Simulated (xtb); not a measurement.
CsI, charge -1, doublet, at the geometry of the source list (GFN-xTB shapes and energies of metal compounds can be far from the true ones) (a state made from the parent by changing its charge; the spin is typed, not shown lowest); GFN2-xTB run with xtb.

Input for xtb:
```
$ xtb mol.xyz --gfn 2 --chrg -1 --uhf 1 --hess --json

# file mol.xyz
2

Cs    -1.12140000    -0.79660000    -0.95550000
I      1.12140000     0.79660000     0.95550000
```

Problem. What does xtb print? Leave out banner, timings and long lists.

Solution. 
```
   ID    Z sym.   atoms
    1   55 Cs     1
    2   53 I      2

           -------------------------------------------------
          |                Calculation Setup                |
           -------------------------------------------------

           -------------------------------------------------
          |                 G F N 2 - x T B                 |
           -------------------------------------------------

          ...................................................
          :                      SETUP                      :
          :.................................................:
          :  # basis functions                  14          :
          :  # atomic orbitals                  13          :
          :  # shells                            5          :
          :  # electrons                         9          :
          :  max. iterations                   250          :
          :  Hamiltonian                  GFN2-xTB          :
          :  restarted?                      false          :
          :  GBSA solvation                  false          :
          :  PC potential                    false          :
          :  electronic temp.          300.0000000     K    :
          :  accuracy                    1.0000000          :
          :  -> integral cutoff          0.2500000E+02      :
          :  -> integral neglect         0.1000000E-07      :
          :  -> SCF convergence          0.1000000E-05 Eh   :
          :  -> wf. convergence          0.1000000E-03 e    :
          :  Broyden damping             0.4000000          :
          :  net charge                         -1          :
          :  unpaired electrons                  1          :
          ...................................................

 iter      E             dE          RMSdq      gap      omega  full diag
   1     -1.4589177 -0.145892E+01  0.128E+02    0.52       0.0  T
   2     -3.4687822 -0.200986E+01  0.536E+01    0.00       1.0  T
   3     -4.1887347 -0.719952E+00  0.839E+01    1.52       1.0  T
   4     -4.1887529 -0.181880E-04  0.718E+01    1.24       1.0  T
   5     -4.1921554 -0.340258E-02  0.496E+01    1.21       1.0  T
   6     -4.1990554 -0.689997E-02  0.153E+01    1.79       1.0  T
   7     -4.1998340 -0.778595E-03  0.332E+00    1.84       1.0  T
   8     -4.2001986 -0.364619E-03  0.713E+00    1.79       1.0  T
   9     -4.2007316 -0.532928E-03  0.360E+00    1.79       1.0  T
  10     -4.2007942 -0.626283E-04  0.290E+00    1.80       1.0  T
  11     -4.2008894 -0.952184E-04  0.140E+00    1.80       1.0  T
  12     -4.2009188 -0.293622E-04  0.215E-01    1.80       1.0  T
  13     -4.2009199 -0.113054E-05  0.484E-02    1.80       1.5  T
  14     -4.2009200 -0.109988E-06  0.512E-03    1.80      13.8  T
  15     -4.2009200 -0.487577E-09  0.101E-03    1.80      69.8  T
  16     -4.2009200 -0.342313E-10  0.133E-03    1.80      53.0  T
  17     -4.2009200 -0.663496E-10  0.657E-05    1.80    1075.5  T
  18     -4.2009200 -0.146549E-12  0.316E-05    1.80    2236.7  T

   *** convergence criteria satisfied after 18 iterations ***

         :::::::::::::::::::::::::::::::::::::::::::::::::::::
         ::                     SUMMARY                     ::
         :::::::::::::::::::::::::::::::::::::::::::::::::::::
         :: total energy              -4.197834909294 Eh    ::
         :: gradient norm              0.027861028844 Eh/a0 ::
         :: HOMO-LUMO gap              1.801524552260 eV    ::
         ::.................................................::
         :: SCC energy                -4.200920004494 Eh    ::
         :: -> isotropic ES            0.151514168893 Eh    ::
         :: -> anisotropic ES         -0.007250319781 Eh    ::
         :: -> anisotropic XC         -0.001584795955 Eh    ::
         :: -> dispersion             -0.000631288487 Eh    ::
         :: repulsion energy           0.003085095200 Eh    ::
[...]
eigval :        0.00     0.00     0.00     0.00     0.00   113.23
 reduced masses (amu)
   1:129.84   2:129.84   3:129.97   4:129.97   5:129.97   6:129.84
 IR intensities (km·mol⁻¹)
   1:  0.27   2:  0.27   3:  3.75   4:  3.75   5:  3.75   6: 12.07
 Raman intensities (Ä⁴*amu⁻¹)
   1:  0.00   2:  0.00   3:  0.00   4:  0.00   5:  0.00   6:  0.00
 output can be read by thermo (or use thermo option).
 writing <g98.out> molden fake output.
 recommended (thermochemical) frequency scaling factor: 1.0
           -------------------------------------------------
          |             Thermodynamic Functions             |
           -------------------------------------------------

cin symmetry found (for desy threshold:  0.10E+00) used in thermo

          ...................................................
          :                      SETUP                      :
          :.................................................:
          :  # frequencies                           1      :
          :  # imaginary freq.                       0      :
          :  linear?                              true      :
          :  only rotor calc.                    false      :
          :  symmetry                              cin      :
          :  rotational number                       1      :
          :  scaling factor                  1.0000000      :
          :  rotor cutoff                   50.0000000 cm⁻¹ :
          :  imag. cutoff                  -20.0000000 cm⁻¹ :
          :.................................................:

    mode    ω/cm⁻¹     T·S(HO)/kcal·mol⁻¹    T·S(FR)/kcal·mol⁻¹   T·S(vib)
   ------------------------------------------------------------------------
       1    113.23    -0.95789 ( 96.34%)    -0.81431 (  3.66%)    -0.95263
   ------------------------------------------------------------------------

   temp. (K)  partition function   enthalpy   heat capacity  entropy
                                   cal/mol     cal/K/mol   cal/K/mol   J/K/mol
 298.15  VIB   2.38                  445.296      1.904      3.195
         ROT  0.895E+04              592.502      1.987     20.071
         INT  0.213E+05             1037.798      3.891     23.266
         TR   0.405E+28             1481.254      4.968     42.545
         TOT                        2519.0518     8.8593    65.8110   275.3530

       T/K    H(0)-H(T)+PV         H(T)/Eh          T*S/Eh         G(T)/Eh
   ------------------------------------------------------------------------
    298.15    0.401436E-02    0.427232E-02    0.312689E-01   -0.269966E-01
   ------------------------------------------------------------------------

         :::::::::::::::::::::::::::::::::::::::::::::::::::::
         ::                  THERMODYNAMIC                  ::
         :::::::::::::::::::::::::::::::::::::::::::::::::::::
         :: total free energy          -4.224831498014 Eh   ::
         ::.................................................::
         :: total energy               -4.197834909294 Eh   ::
         :: zero point energy           0.000257955108 Eh   ::
         :: G(RRHO) w/o ZPVE           -0.027254543828 Eh   ::
         :: G(RRHO) contrib.           -0.026996588720 Eh   ::
         :::::::::::::::::::::::::::::::::::::::::::::::::::::

           -------------------------------------------------
          | TOTAL ENERGY               -4.197834909294 Eh   |
          | TOTAL ENTHALPY             -4.193562589601 Eh   |
          | TOTAL FREE ENERGY          -4.224831498014 Eh   |
          | GRADIENT NORM               0.027861037409 Eh/α |
          | HOMO-LUMO GAP               1.801524879979 eV   |
           -------------------------------------------------
########################################################################
[WARNING] Runtime exception occurred
-1- hessian_numhess: Hessian on incompletely optimized geometry!
########################################################################

normal termination of xtb
```
